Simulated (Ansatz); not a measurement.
Reaction (substitution at a C–N bond): `O=C[NH][SnH2][OH]` + `CCS` → `CCSC=O` + `[NH2][SnH2][OH]`

Calculated with Ansatz (gas phase, PBE0-D4/def2-TZVP geometries, no zero-point term in ΔE). CBS: MP2 limit from def2 TZ/QZ plus the TZ coupled-cluster correction, frozen cores. Functionals use def2-TZVPP. B3LYP here is the variant with VWN-RPA as its local correlation; programs differ in this. def2 core potentials past Kr. For Sn outer-core shells are correlated without core-valence functions, which leaves a few kJ/mol of doubt a bond. Each species was taken in one conformer, which may not be the lowest.

`O=C[NH][SnH2][OH]`:

Z-matrix (Å, degrees):
```
Sn
O 1 1.951
N 1 2.070 2 107.5
H 1 1.702 2 105.2 3 -111.6
H 1 1.698 2 113.8 3 120.5
H 2 0.963 1 108.7 3 -57.3
C 3 1.337 1 109.9 2 57.9
H 3 1.008 1 131.0 2 -117.7
O 7 1.223 3 121.5 1 1.0
H 7 1.104 3 116.8 1 -179.2
```

`CCS`:

Z-matrix (Å, degrees):
```
C
C 1 1.514
H 1 1.094 2 110.6
H 1 1.091 2 111.0 3 120.4
H 1 1.093 2 111.0 3 -119.6
S 2 1.813 1 114.1 3 -177.2
H 2 1.092 1 111.5 3 58.7
H 2 1.093 1 110.8 3 -60.2
H 6 1.343 2 96.8 1 -62.2
```

`CCSC=O`:

Z-matrix (Å, degrees):
```
C
C 1 1.515
H 1 1.090 2 110.7
H 1 1.093 2 109.9 3 -119.3
H 1 1.091 2 111.3 3 120.8
S 2 1.807 1 113.3 3 -62.3
H 2 1.092 1 111.8 3 179.1
H 2 1.091 1 111.4 3 57.8
C 6 1.752 2 100.1 1 82.8
O 9 1.200 6 126.2 2 1.0
H 9 1.106 6 110.7 2 -179.4
```

`[NH2][SnH2][OH]`:

```xyz
8

N    -0.708    0.239   -1.334
Sn    0.524   -0.051    0.227
O    -0.509    0.565    1.781
H    -0.253    0.543   -2.183
H    -1.333   -0.524   -1.553
H     1.862    0.983    0.016
H     0.911   -1.692    0.538
H    -0.494   -0.061    2.508
```

```csv
level,ΔE (kJ/mol),difference from CCSD(T)/CBS
PBE-D4,46.6,-7.4
ωB97X-V,59.9,5.9
ωB97M-V,58.4,4.4
B2PLYP,53.0,-1.0
r2SCAN,51.1,-2.9
PBE0,54.2,0.2
B3LYP,52.1,-1.9
HF/def2-TZVPP,71.2,17.2
MP2/def2-TZVPP,53.1,-0.9
SCS-MP2/def2-TZVPP,54.8,0.8
CCSD/def2-TZVPP,59.7,5.7
MP2/def2-QZVPP,51.5,-2.5
SCS-MP2/def2-QZVPP,53.3,-0.7
HF/CBS(def2),70.8,16.8
MP2/CBS(def2),50.6,-3.4
CCSD/CBS(def2),57.2,3.2
CCSD(T)/CBS,54.0,0
```

Largest T1 diagnostic among the species: 0.016.

In def2-TZVPP, CCSD(T) changes the Hartree–Fock value by −14.8 kJ/mol (the triples alone add −3.3 kJ/mol) and MP2 by −18.1 kJ/mol. From PBE to PBE0 (25 % exact exchange), in def2-TZVPP and without D4, ΔE moves by +8.3 kJ/mol.
